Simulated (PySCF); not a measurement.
SMILES C#Cc1cpcs1, C5H3PS

Molfile (atoms numbered from 1):
```
C5H3PS
     RDKit          3D

 10 10  0  0  0  0  0  0  0  0999 V2000
   -2.1764   -0.1658    1.8305 C   0  0  0  0  0  0  0  0  0  0  0  0
   -1.2548   -0.1014    1.0618 C   0  0  0  0  0  0  0  0  0  0  0  0
   -0.1765   -0.0321    0.1686 C   0  0  0  0  0  0  0  0  0  0  0  0
   -0.0767    0.8373   -0.8791 C   0  0  0  0  0  0  0  0  0  0  0  0
    1.3673    0.7564   -1.8814 P   0  0  0  0  0  0  0  0  0  0  0  0
    2.0338   -0.5172   -0.9613 C   0  0  0  0  0  0  0  0  0  0  0  0
    1.1575   -1.1229    0.3784 S   0  0  0  0  0  0  0  0  0  0  0  0
   -2.9855   -0.2146    2.4958 H   0  0  0  0  0  0  0  0  0  0  0  0
   -0.8631    1.5488   -1.0790 H   0  0  0  0  0  0  0  0  0  0  0  0
    2.9833   -0.9838   -1.1569 H   0  0  0  0  0  0  0  0  0  0  0  0
  1  2  3  0
  2  3  1  0
  3  4  2  0
  4  5  1  0
  5  6  2  0
  6  7  1  0
  7  3  1  0
  1  8  1  0
  4  9  1  0
  6 10  1  0
M  END
```

Level of theory: GIAO KT3/pcSseg-1 magnetisability, rotational g tensor and spin-rotation constants, non-relativistic, gas phase (PySCF). Geometry: GFN2-xTB.

Give the nuclear spin-rotation constants along the inertial axes (H = +C I·J) beside the isotropic shieldings.

Rotational constants 4.1101, 1.4152, 1.0527 GHz. A star marks the isotopologue with that one atom substituted, in its own axes.
```
atom  isotope  Caa (kHz)  Cbb (kHz)  Ccc (kHz)  mean (kHz)  σ (ppm)
  P5      31P      9.575      3.290      1.528       4.798    138.0
  H8       1H      0.182     -0.160     -0.118      -0.032     28.3
  H9       1H     -0.297      0.148     -0.115      -0.088     23.4
 H10       1H      0.089      0.013     -0.120      -0.006     23.5
  C1     13C*      0.583      0.385      0.325       0.431    101.8
  C2     13C*      0.020      0.489      0.360       0.290    110.0
  C3     13C*      1.773      0.471      0.196       0.813     54.2
  C4     13C*      1.530      0.687      0.174       0.797     38.2
  C6     13C*      2.167      0.525      0.161       0.951     31.5
  S7     33S*      1.759      0.662      0.356       0.926    166.8
```
For the geometry as given, no vibrational averaging.

How do the rotational constants and the g tensor change when H8, H9, H10 are replaced by deuterium?

Constants 3.8598, 1.3235, 0.9855 GHz; g -0.0601, -0.0222, 0.0102, against -0.0635, -0.0239, 0.0109 before.
